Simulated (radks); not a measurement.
In I, 49 electrons, occupied as [Kr] 4d10 5s2 5p1.

Calculated with a radial shooting solver on a logarithmic mesh with Libxc functionals: Dirac Kohn-Sham, PBE, spin-unpolarised, spherical densities, finite nucleus; open shells fill j = l - 1/2 first; Fermi nuclear charge, rms radius 4.6156 fm.

Energy parts (Ry):
total: -11766.15895
kinetic: 12362.89575
electron-nucleus: -28553.67365
Hartree: 4744.46422
exchange-correlation: -319.84527

Orbitals (lengths in bohr, moments of r in powers of bohr; r(90%) holds 90 % of the orbital's charge):
orbital  occ.  eigenvalue (Ry)      <r^4>      <r>  r(90%)   <1/r>
1s1/2       2        -2038.484  3.718e-06  0.02971  0.0534   51.86
2s1/2       2        -305.1267  0.0006502   0.1281   0.199   12.00
2p1/2       2        -284.5505  0.0004205   0.1085   0.178   11.98
2p3/2       4        -269.0516  0.0004910   0.1137   0.185   11.19
3s1/2       2        -57.89381    0.02952   0.3483   0.513   4.227
3p1/2       2        -49.58945    0.02883   0.3394   0.511   4.135
3p3/2       4        -46.78991    0.03258   0.3505   0.527   3.942
3d3/2       4        -32.10308    0.02837   0.3223   0.509   3.785
3d5/2       6        -31.52953    0.02948   0.3258   0.514   3.735
4s1/2       2         -8.77591     0.9941   0.8481    1.23   1.643
4p1/2       2         -6.06452      1.353   0.9013    1.33   1.523
4p3/2       4         -5.57591      1.550   0.9317    1.37   1.461
4d3/2       4         -1.39415      5.375    1.173    1.85   1.147
4d5/2       6         -1.33101      5.742    1.190    1.88   1.130
5s1/2       2         -0.59493      103.3    2.616    3.93  0.4929
5p1/2       1         -0.19410      471.2    3.636    5.72  0.3548
5p3/2       0         -0.17243      582.1    3.828    6.04  0.3361

The highest occupied level is 5p1/2 at -2.641 eV. Summed over all electrons, <r^2> = 58.30 bohr^2, which gives a Langevin (diamagnetic) susceptibility term of -46.2 x 10^-6 cm^3/mol. The density falls to 0.001 e/bohr^3 at r = 4.62 bohr. For comparison, the ionisation energy in NIST's Atomic Spectra Database is 5.786 eV (measured). In exact Kohn-Sham theory the highest level is minus the ionisation energy, but local and semilocal functionals leave it too shallow, through self-interaction and a potential that decays too fast; potentials with the right tail come closer.

Beside tabulated values, note that spin-unpolarised runs miss the spin-polarisation part of the exchange energy of open shells.
